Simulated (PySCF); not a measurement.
## F⁺ (fluorine, charge +1): UHF calculation

Configuration: [He] 2s2 2p4, high-spin 3P determinant. All numbers are calculated (PySCF 2.14, the non-relativistic Hamiltonian (point nucleus), in cc-pVDZ).

* Total energy: -98.800485 hartree
* One-electron energy: -133.0752 hartree
* Hartree (Coulomb) energy: 43.9237 hartree
* Exchange energy: -9.6490 hartree
* Kinetic energy: 98.73083 hartree
* ⟨S²⟩: 2.0037
* ⟨L²⟩: 2.006
* Sum of ⟨r⟩: 6.203 bohr
* Sum of ⟨r²⟩: 7.278 bohr²
* Traceless quadrupole moment −½Σ⟨3z² − r²⟩ along its main axis: -0.554 e·bohr²
* Density at the nucleus (Gaussians lack the cusp): 431 bohr⁻³
* Spin density at the nucleus: 0.424 bohr⁻³
* Langevin diamagnetic susceptibility: -5.76 ×10⁻⁶ cm³/mol
* Time after the integrals: 0.08 s of wall time on 1 thread of Neoverse-N1 (shared host)

```
shell  electrons  mean orbital energy (hartree)  spread (hartree)  rms radius, mean of both spins (bohr)
 1s α          1                      -27.21077                 0                                  0.204
 1s β          1                      -27.10179                 0                                  0.204
 2s α          1                       -2.40697                 0                                   1.06
 2s β          1                       -2.00412                 0                                   1.06
 2p α          3                       -1.49755           0.11894                                   1.11
 2p β          1                       -1.30950                 0                                   1.11
```
